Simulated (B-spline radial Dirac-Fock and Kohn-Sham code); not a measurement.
**Photoelectron lines of P⁺ at 176 eV**

System: the P⁺ ion, [Ne] 3s2 3p2.

The computed values come from a radial finite-basis atomic code: independent-particle photoionisation in a Dirac-Hartree-Slater potential with a Latter tail, all multipoles, thresholds from Dirac-Fock ΔSCF. The asymmetry parameter β is from the dipole term alone. Kinetic energies are from the vacuum level. Open shells are spread statistically over j, without multiplet splitting.

The last column is dσ/dΩ = σ/(4π) · [1 + β P₂(cos θ)] at θ = 0° from the polarisation vector of linearly polarised light.

```
  subshell  electrons  binding (eV)  kinetic (eV)  σ (kb)     β  dσ/dΩ (kb/sr)
L2 (2p1/2)          2         151.2         24.83    1370  0.93            210
L3 (2p3/2)          4         150.3         25.66    2750  0.94            423
   M1 (3s)          2         27.63         148.4    92.7  2.00           22.1
M2 (3p1/2)       0.67         18.50         157.5    31.8  1.62           6.61
M3 (3p3/2)       1.33         18.44         157.6    63.2  1.62           13.2
```

Branching ratios of the spin-orbit partners (statistical value in brackets): 2p 2.01 (2.00), 3p 1.99 (2.00).

At such low photon energies correlation between channels can change these cross sections by tens of per cent.
